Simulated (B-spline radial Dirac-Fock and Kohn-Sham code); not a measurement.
Rb²⁺: eigenvalues, ΔSCF and the reference

System: Rb²⁺ in the configuration [Ar] 3d10 4s2 4p5.

The density-functional columns are spherical, spin-unpolarised Dirac-Kohn-Sham results without Breit or QED terms: −ε is minus the orbital energy of the initial state and ΔSCF the difference of two total energies. The reference in the last column comes from ΔSCF Dirac-Fock with Breit, self-energy and vacuum polarisation, finite nucleus, configuration average. All numbers are from a radial finite-basis atomic code, in eV; a selection of levels is shown. For the 1s level of heavy atoms much of the gap between ΔSCF and the reference is the Breit and QED part, -35.9 eV here; for other levels the error of the functional can be larger.

| level | PBE −ε | PBE ΔSCF | LDA −ε | LDA ΔSCF | Dirac-Fock |
| --- | --- | --- | --- | --- | --- |
| 1s | 15048.1 | 15283.7 | 15024.4 | 15259.3 | 15227.6 |
| 2s | 2027.3 | 2067.2 | 2024.6 | 2064.7 | 2099.6 |
| 2p1/2 | 1840.6 | 1889.6 | 1839.8 | 1888.9 | 1893.4 |
| 3s | 317.8 | 333.2 | 316.9 | 332.3 | 353.5 |
| 3p1/2 | 251.0 | 266.3 | 250.7 | 266.0 | 278.8 |
| 3d3/2 | 124.8 | 140.0 | 125.1 | 140.3 | 139.0 |
| 3d5/2 | 123.2 | 138.4 | 123.6 | 138.7 | 137.5 |
| 4s | 50.35 | 57.50 | 50.52 | 57.68 | 59.13 |
| 4p | 33.74 | 40.18 | 33.90 | 40.35 | 39.10 |

Question: Order the estimates of the K (1s) level by their distance from the Dirac-Fock value, nearest first.
A. LDA −ε
B. LDA ΔSCF
C. PBE ΔSCF
D. PBE −ε

Answer: B (31.7 eV), C (56.0 eV), D (179.6 eV), A (203.2 eV).

Values without a named source are computed, but for edge energies of neutral atoms, which are taken from tables.
